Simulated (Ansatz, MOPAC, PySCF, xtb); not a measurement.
Isomers of CH5BO2: 1 is CB(O)O, 2 is COBO; one conformer of each (the lowest of an xTB search), B3LYP-D3(BJ)/def2-TZVP minima.
Isomer 1 (charge 0, multiplicity 1):
| atom | x (Å) | y (Å) | z (Å) |
|---|---|---|---|
| C | -1.0975 | -0.1792 | -0.0253 |
| B | 0.4716 | -0.0651 | -0.0085 |
| O | 1.1391 | 1.1315 | 0.1163 |
| O | 1.2347 | -1.1918 | -0.1145 |
| H | -1.5202 | 0.1402 | 0.9326 |
| H | -1.4306 | -1.1997 | -0.2118 |
| H | -1.5381 | 0.4670 | -0.7902 |
| H | 0.5617 | 1.8961 | 0.1867 |
| H | 2.1793 | -0.9989 | -0.0851 |
Isomer 2 (charge 0, multiplicity 1):
```xyz
9

C     -1.32465     0.34491    -0.07349
O      0.08360     0.52246    -0.00274
B      0.95231    -0.51782    -0.09328
O      2.28997    -0.28624    -0.01892
H     -1.71312     0.91853    -0.91603
H     -1.58800    -0.70706    -0.20223
H     -1.77621     0.71866     0.84639
H      0.57701    -1.64209    -0.23761
H      2.49908     0.64865     0.09748
```

No zero-point or thermal terms.

Correlated levels freeze the cores. The state reached by AM1 isn't checked.

Codes used: Ansatz (an electronic-structure program) with Gaussian orbitals; MOPAC for AM1 (differences of heats of formation); PySCF for the dispersion terms; xtb for the GFN methods. 

```csv
level,electronic energy of isomer 2 less that of isomer 1 (kcal/mol)
AM1,21.33
GFN1-xTB,22.99
SVWN5/def2-TZVPP,24.39
PBE/def2-TZVPP,23.29
BLYP/def2-TZVPP,21.16
PBE0-D3(BJ)/def2-TZVPP,24.20
BHLYP-D4/def2-TZVPP,22.62
MP2/cc-pVDZ,23.70
CCSD(T)/cc-pVDZ,…
```

Q: Fill in the missing entries.

A: 
- CCSD(T)/cc-pVDZ, electronic energy of isomer 2 less that of isomer 1 (kcal/mol): 22.15
